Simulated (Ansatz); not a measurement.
Computed with Ansatz on PBE0-D4/def2-TZVP structures; ΔE is electronic, products minus reactants. CCSD(T)/CBS is the MP2 limit (def2-TZVPP, def2-QZVPP) plus CCSD(T) − MP2 in def2-TZVPP, frozen cores. This one scheme is used for every species. For Ti outer-core shells are correlated without core-valence functions, which leaves a few kJ/mol of doubt a bond. Scalar relativity is left out up to krypton. Each species was taken in one conformer, which may not be the lowest.

Consider the ligand exchange at a Ti–Cl bond: `[SH][Ti]([Cl])([Cl])[Cl]` + H–F → `[F][Ti]([SH])([Cl])[Cl]` + HCl.

`[SH][Ti]([Cl])([Cl])[Cl]`:

```xyz
6

S     1.398    0.372    1.142
Ti   -0.235    0.138   -0.393
Cl    0.042    1.810   -1.735
Cl   -0.005   -1.773   -1.400
Cl   -2.165    0.188    0.603
H     0.965   -0.735    1.783
```

H–F:

Cartesian coordinates in Å:
```
F 0.317 0.111 -0.314
H -0.317 -0.111 0.314
```

`[F][Ti]([SH])([Cl])[Cl]`:

Z-matrix (Å, degrees):
```
Ti
S 1 2.261
Cl 1 2.171 2 106.9
F 1 1.736 2 107.5 3 121.7
Cl 1 2.177 2 109.7 3 -119.3
H 2 1.349 1 89.8 3 -144.4
```

HCl:

Z-matrix (Å, degrees):
```
Cl
H 1 1.279
```

| species | CCSD(T)/CBS(def2) energy (Eh) |
| --- | --- |
| `[SH][Ti]([Cl])([Cl])[Cl]` | -2626.86635 |
| H–F | -100.39570 |
| `[F][Ti]([SH])([Cl])[Cl]` | -2266.88295 |
| HCl | -460.38127 |

Question: Work out ΔE.

Answer: ΔE = (-2266.88295) + (-460.38127) − (-2626.86635) − (-100.39570) = -0.00217 Eh = -0.06 eV.

Largest T1 diagnostic among the species: 0.026, so the coupled-cluster value is less sure than usual.

From r2SCAN to r2SCAN0 (25 % exact exchange), in def2-TZVPP and without D4, ΔE moves by +0.04 eV. The D4 term adds +0.08 eV with B3LYP and +0.04 eV with PBE0; it sums over pairs of atoms, weighted by their polarisabilities, and B3LYP, whose exchange is more repulsive, gets the larger term. In def2-TZVPP, CCSD(T) changes the Hartree–Fock value by +0.17 eV (the triples alone add +0.08 eV) and MP2 by +0.36 eV.

B3LYP here is the variant with VWN-RPA as its local correlation; programs differ in this.
